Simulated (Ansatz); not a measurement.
Input:

```yaml
crystal:
  periodic: [false, false, false]
  atoms:
    - { symbol: Ge, position_ang: [-0.139837, 0.050262, -0.172753] }
    - { symbol: H, position_ang: [-0.140028, -0.103564, 1.656929] }
    - { symbol: H, position_ang: [1.381239, -0.116326, 0.049649] }
    - { symbol: H, position_ang: [-0.391239, 1.471112, -0.636541] }
    - { symbol: H, position_ang: [-0.605564, -1.156538, -0.965513] }
    - { symbol: S, position_ang: [-2.716336, 0.161102, 0.825988] }
    - { symbol: H, position_ang: [-2.944589, -1.157041, 0.78415] }
    - { symbol: H, position_ang: [-1.014145, -0.021808, 1.576989] }
basis:
  gaussian: { orbitals: def2-SVP }
hamiltonian:
  xc: hf
md:
  timestep: 0.5
  n_steps: 200
  ensemble: nve
  temperature: 300.0
  initial_velocities: maxwell_boltzmann
  seed: 7571
```

Run as:

```bash
$ ansatz run input.yaml --threads 1 --pin off --max-ram 2048MiB --backend cpu --events-out ev --progress --plain --runs-dir out
```

Hardware: 1 thread of Arm Neoverse V2 (shared host).

Task: Roughly how long does this run take, and how much memory?

Result: 3.6 min, with a peak of 0.17 GiB, for 201 ionic steps.
